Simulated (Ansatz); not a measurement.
Relaxation of C₂H₇NOSi (12 atoms, charge 0, multiplicity 1), to a largest force component of 0.02 eV/Å in at most 40 steps.

All numbers below come from RKS B3LYP-D4/STO-3G in Ansatz.

```xyz
12
Properties=species:S:1:pos:R:3
N -1.180 0.262 1.073
C 0.003 -0.159 0.452
O 0.840 -0.724 1.417
C 0.748 0.708 -0.553
Si 0.021 -0.932 -1.268
H -1.822 0.799 0.379
H -0.976 1.029 1.754
H 0.375 -1.143 2.110
H 1.758 0.773 -0.499
H 0.172 1.569 -0.919
H -1.079 -0.569 -2.179
H 1.218 -1.670 -1.731
```

Q: Where does it end, and by what steps?

A: The run converged. Limits of this set-up: minimal basis. After 7 steps the energy has fallen by 1.335 eV; H12 moved furthest, 0.28 Å.

```tsv
step	energy less start (eV)	largest force component (eV/Å)	accepted
0	0.0000	5.948	yes
1	-1.1185	1.650	yes
2	-1.2741	1.086	yes
3	-1.2539	1.794	no
4	-1.3324	0.152	yes
5	-1.3339	0.058	yes
6	-1.3341	0.050	yes
7	-1.3345	0.017	yes
```

```xyz
12
Properties=species:S:1:pos:R:3
N -1.239 0.255 1.121
C 0.058 -0.167 0.460
O 0.974 -0.669 1.467
C 0.770 0.765 -0.594
Si 0.071 -0.791 -1.312
H -1.892 0.555 0.341
H -1.022 1.177 1.606
H 0.341 -1.265 2.016
H 1.852 0.863 -0.457
H 0.285 1.730 -0.775
H -1.112 -0.680 -2.133
H 0.992 -1.829 -1.707
```

Time of the run: 25 s on 1 thread of Arm Neoverse V1, on a shared host, peak memory 0.14 GiB.
